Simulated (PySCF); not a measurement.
PySCF job for W(CO)6 (C6O6W), SMILES [C-](#[O+])->[W](<-[C-]#[O+])(<-[C-]#[O+])(<-[C-]#[O+])(<-[C-]#[O+])<-[C-]#[O+], multiplicity 1, TDA-B3LYP/def2-SVP. The structure is a stationary point at B3LYP-D3(BJ)/def2-SVP. The multiplicity is an assumed one; other spin states were not compared. The isomer is the one that the SMILES or the coordinates give; other isomers of the formula were not compared. The def2 effective core potentials stand for the cores of W; spin–orbit coupling is left out.

```python
import numpy as np
from pyscf import gto, scf, dft, tdscf

mol = gto.M(
    atom='''
    W     0.00000000    0.00000000    0.00000000
    O     0.00000000    3.23156890    0.00000000
    C     0.00000000    2.08645792    0.00000000
    O     0.00000000    0.00000000    3.23156890
    C     0.00000000    0.00000000    2.08645792
    O     3.23156890    0.00000000    0.00000000
    C     2.08645792    0.00000000    0.00000000
    O    -3.23156890    0.00000000    0.00000000
    C    -2.08645792    0.00000000    0.00000000
    O     0.00000000    0.00000000   -3.23156890
    C     0.00000000    0.00000000   -2.08645792
    O     0.00000000   -3.23156890    0.00000000
    C     0.00000000   -2.08645792    0.00000000
    ''',
    basis='def2-SVP',
    ecp={'W': 'def2-svp'},
    charge=0,
    spin=0,
    symmetry=True,
    max_memory=1600,
    verbose=4,
)
mf = dft.RKS(mol, xc='b3lyp').density_fit(auxbasis='def2-universal-jkfit')
mf.grids.level = 3
mf.conv_tol = 1e-9
mf.max_cycle = 100
mf.kernel()
mf.grids = dft.Grids(mol).set(level=1).build(with_non0tab=True)  # coarser grid for the response kernel
td = tdscf.TDA(mf)
td.singlet = True
td.nstates = 10
td.conv_tol = 1e-4
td.kernel(x0=td.get_init_guess(mf, 15))
td.analyze()
tt = tdscf.TDA(mf)
tt.singlet = False
tt.nstates = 4
tt.conv_tol = 1e-4
tt.kernel(x0=tt.get_init_guess(mf, 9))
tt.analyze(verbose=3)
```

It prints:

```
PySCF version 2.14.0

[INPUT] verbose = 4
[INPUT] num. atoms = 13
[INPUT] num. electrons = 98
[INPUT] charge = 0
[INPUT] spin (= nelec alpha-beta = 2S) = 0
[INPUT] symmetry True subgroup None
[INPUT] Mole.unit = angstrom
[INPUT] Symbol           X                Y                Z      unit          X                Y                Z       unit  Magmom
[INPUT]  1 W      0.000000000000   0.000000000000   0.000000000000 AA    0.000000000000   0.000000000000   0.000000000000 Bohr   0.0
[INPUT]  2 O      0.000000000000   3.231568900000   0.000000000000 AA    0.000000000000   6.106780173662   0.000000000000 Bohr   0.0
[INPUT]  3 C      0.000000000000   2.086457920000   0.000000000000 AA    0.000000000000   3.942834039230   0.000000000000 Bohr   0.0
[INPUT]  4 O      0.000000000000   0.000000000000   3.231568900000 AA    0.000000000000   0.000000000000   6.106780173662 Bohr   0.0
[INPUT]  5 C      0.000000000000   0.000000000000   2.086457920000 AA    0.000000000000   0.000000000000   3.942834039230 Bohr   0.0
[INPUT]  6 O      3.231568900000   0.000000000000   0.000000000000 AA    6.106780173662   0.000000000000   0.000000000000 Bohr   0.0
[INPUT]  7 C      2.086457920000   0.000000000000   0.000000000000 AA    3.942834039230   0.000000000000   0.000000000000 Bohr   0.0
[INPUT]  8 O     -3.231568900000   0.000000000000   0.000000000000 AA   -6.106780173662   0.000000000000   0.000000000000 Bohr   0.0
[INPUT]  9 C     -2.086457920000   0.000000000000   0.000000000000 AA   -3.942834039230   0.000000000000   0.000000000000 Bohr   0.0
[INPUT] 10 O      0.000000000000   0.000000000000  -3.231568900000 AA    0.000000000000   0.000000000000  -6.106780173662 Bohr   0.0
[INPUT] 11 C      0.000000000000   0.000000000000  -2.086457920000 AA    0.000000000000   0.000000000000  -3.942834039230 Bohr   0.0
[INPUT] 12 O      0.000000000000  -3.231568900000   0.000000000000 AA    0.000000000000  -6.106780173662   0.000000000000 Bohr   0.0
[INPUT] 13 C      0.000000000000  -2.086457920000   0.000000000000 AA    0.000000000000  -3.942834039230   0.000000000000 Bohr   0.0

nuclear repulsion = 753.914957499961
point group symmetry = Oh, use subgroup D2h
symmetry origin: [0. 0. 0.]
symmetry axis x: [ 1. -0. -0.]
symmetry axis y: [-0.  1. -0.]
symmetry axis z: [0. 0. 1.]
num. orbitals of irrep Ag = 52
num. orbitals of irrep B1g = 16
num. orbitals of irrep B2g = 16
num. orbitals of irrep B3g = 16
num. orbitals of irrep Au = 7
num. orbitals of irrep B1u = 31
num. orbitals of irrep B2u = 31
num. orbitals of irrep B3u = 31
number of shells = 84
number of NR pGTOs = 345
number of NR cGTOs = 200
basis = def2-SVP
ecp = {'W': 'def2-svp'}


[settings echo left out]
init E= -735.619760736925
HOMO (B1g) = -0.472295084855766  LUMO (B1u) = -0.288385847355315  gap/eV = 5.00443
cycle= 1 E= -746.430447787049  delta_E= -10.8  |g|= 1.18  |ddm|= 9.02
HOMO (B2g) = -0.161213035315733  LUMO (B1u) = -0.0490605230401364  gap/eV = 3.05183
cycle= 2 E= -745.735831701113  delta_E= 0.695  |g|= 2.07  |ddm|= 2.52
HOMO (B3g) = -0.237904596423037  LUMO (B2u) = -0.0608302414445028  gap/eV = 4.81844
cycle= 3 E= -746.712457910085  delta_E= -0.977  |g|= 0.16  |ddm|= 1.73
HOMO (B3g) = -0.258784062753761  LUMO (B1u) = -0.0810663676597212  gap/eV = 4.83594
cycle= 4 E= -746.716292041816  delta_E= -0.00383  |g|= 0.105  |ddm|= 0.204
HOMO (B3g) = -0.251163245957314  LUMO (B1u) = -0.0780209778405294  gap/eV = 4.71144
cycle= 5 E= -746.718211361964  delta_E= -0.00192  |g|= 0.0545  |ddm|= 0.116
HOMO (B3g) = -0.251843549529735  LUMO (B1u) = -0.0766256672352887  gap/eV = 4.76792
cycle= 6 E= -746.718843508591  delta_E= -0.000632  |g|= 0.00288  |ddm|= 0.0419
HOMO (B3g) = -0.251697025096518  LUMO (B1u) = -0.0765371659002514  gap/eV = 4.76634
cycle= 7 E= -746.718845345738  delta_E= -1.84e-06  |g|= 0.000362  |ddm|= 0.002
HOMO (B3g) = -0.251679978825289  LUMO (B1u) = -0.0765300441269776  gap/eV = 4.76607
cycle= 8 E= -746.718845376701  delta_E= -3.1e-08  |g|= 4.2e-05  |ddm|= 0.000281
HOMO (B2g) = -0.251678394670438  LUMO (B1u) = -0.0765298662390665  gap/eV = 4.76603
cycle= 9 E= -746.718845377127  delta_E= -4.26e-10  |g|= 3.92e-06  |ddm|= 3.81e-05
HOMO (B3g) = -0.251677528780881  LUMO (B1u) = -0.0765295443845946  gap/eV = 4.76602
Extra cycle  E= -746.718845377091  delta_E= 3.64e-11  |g|= 1.29e-05  |ddm|= 1.3e-05
converged SCF energy = -746.718845377091
tot grids = 71096


******** <class 'pyscf.tdscf.rks.TDA'> for <class 'pyscf.df.df_jk.DFSymAdaptedRKS'> ********
nstates = 10 singlet
deg_eia_thresh = 1.000e-03
wfnsym = None
conv_tol = 0.0001
eigh lindep = 1e-12
eigh level_shift = 0
eigh max_cycle = 100


Excitation energies (eV)
[3.57682883 3.57682883 3.66048244 3.66048244 3.66048244 3.72764892
 4.04260909 4.04260909 4.04260909 4.24298037]

** Singlet excitation energies and oscillator strengths **
Excited State   1:   Au      3.57683 eV    346.63 nm  f=0.0000
      47 -> 50        0.53102
      48 -> 51       -0.46068
Excited State   2:   Au      3.57683 eV    346.63 nm  f=0.0000
      47 -> 50       -0.22536
      48 -> 51       -0.34719
      49 -> 52        0.57255
Excited State   3:  B3u      3.66048 eV    338.71 nm  f=0.0000
      47 -> 51        0.49787
      48 -> 50       -0.49787
Excited State   4:  B2u      3.66048 eV    338.71 nm  f=0.0000
      47 -> 52        0.49787
      49 -> 50       -0.49787
Excited State   5:  B1u      3.66048 eV    338.71 nm  f=0.0000
      48 -> 52        0.49787
      49 -> 51       -0.49787
Excited State   6:   Au      3.72765 eV    332.61 nm  f=0.0000
      47 -> 50        0.40799
      48 -> 51        0.40799
      49 -> 52        0.40799
Excited State   7:  B1u      4.04261 eV    306.69 nm  f=0.0212
      48 -> 52        0.38807
      48 -> 55       -0.31470
      49 -> 51        0.38807
      49 -> 54       -0.31470
Excited State   8:  B2u      4.04261 eV    306.69 nm  f=0.0212
      47 -> 52       -0.38807
      47 -> 55       -0.31470
      49 -> 50       -0.38807
      49 -> 53        0.31470
Excited State   9:  B3u      4.04261 eV    306.69 nm  f=0.0212
      47 -> 51       -0.38807
      47 -> 54       -0.31470
      48 -> 50       -0.38807
      48 -> 53       -0.31470
Excited State  10:   Au      4.24298 eV    292.21 nm  f=0.0000
      47 -> 53       -0.40802
      48 -> 54        0.40802
      49 -> 55       -0.40802

** Transition electric dipole moments (AU) **
state          X           Y           Z        Dip. S.      Osc.
  1         0.0000      0.0000     -0.0000      0.0000      0.0000
  2         0.0000     -0.0000      0.0000      0.0000      0.0000
  3        -0.0000     -0.0000     -0.0000      0.0000      0.0000
  4        -0.0000     -0.0000      0.0000      0.0000      0.0000
  5        -0.0000     -0.0000     -0.0000      0.0000      0.0000
  6        -0.0000     -0.0000      0.0000      0.0000      0.0000
  7        -0.0000      0.0000      0.4627      0.2141      0.0212
  8         0.0000     -0.4627      0.0000      0.2141      0.0212
  9        -0.4627      0.0000     -0.0000      0.2141      0.0212
 10        -0.0000     -0.0000     -0.0000      0.0000      0.0000

WARN: ECP detected. Skipping calculation of transition velocity and magnetic dipole moments, which have not yet been implemented.



******** <class 'pyscf.tdscf.rks.TDA'> for <class 'pyscf.df.df_jk.DFSymAdaptedRKS'> ********
nstates = 4 triplet
deg_eia_thresh = 1.000e-03
wfnsym = None
conv_tol = 0.0001
eigh lindep = 1e-12
eigh level_shift = 0
eigh max_cycle = 100


Excitation energies (eV)
[3.38581782 3.41251641 3.41251641 3.41251641]

** Triplet excitation energies and oscillator strengths **
Excited State   1:   Au      3.38582 eV    366.19 nm  f=0.0000
Excited State   2:  B1u      3.41252 eV    363.32 nm  f=0.0000
Excited State   3:  B3u      3.41252 eV    363.32 nm  f=0.0000
Excited State   4:  B2u      3.41252 eV    363.32 nm  f=0.0000
```

The calculation finished and met its thresholds.
